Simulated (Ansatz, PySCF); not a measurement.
This Ansatz (an electronic-structure program) input computes a BLYP/def2-TZVPD energy:

Ansatz 0.2 input:
```yaml
crystal:
  periodic: [false, false, false]
  atoms:
    - {symbol: Te, position_ang: [0.04424944, 0.01794832, 1.08398968]}
    - {symbol: I, position_ang: [0.96386790, -1.85549558, -0.54142374]}
    - {symbol: I, position_ang: [-1.00728245, 1.83788590, -0.52211331]}
basis:
  gaussian:
    orbitals: def2-TZVPD
hamiltonian:
  xc: {name: BLYP}
total_charge: 1
magnetization: {spin_polarized: true, initial_magnetization: 1}
output: {forces: true}
```

Task: Write an input for the same energy in PySCF and say what it gives.

Result: 
```python
from pyscf import gto, scf, dft

mol = gto.M(
    atom='''
    Te    0.04424944    0.01794832    1.08398968
    I     0.96386790   -1.85549558   -0.54142374
    I    -1.00728245    1.83788590   -0.52211331
    ''',
    basis='def2-tzvpd',
    ecp='def2-tzvp',
    charge=1,
    spin=1,
    verbose=4,
)

mf = dft.UKS(mol, xc='blyp').density_fit(auxbasis='def2-universal-jkfit')
mf.grids.level = 3
mf.conv_tol = 1e-9
mf.max_cycle = 100
mf.max_memory = 1500
mf.kernel()
if not mf.converged:
    mf = mf.newton()
    mf.kernel(mf.make_rdm1())
for _ in range(2):
    mo, _, stable, _ = mf.stability(return_status=True)
    if stable:
        break
    mf.kernel(mf.make_rdm1(mo, mf.mo_occ))
mf.analyze()
```
It gives -863.05943 Eh, and Ansatz -863.05940 Eh, a difference of 0.03 mEh, from the treatment of integrals and grids.
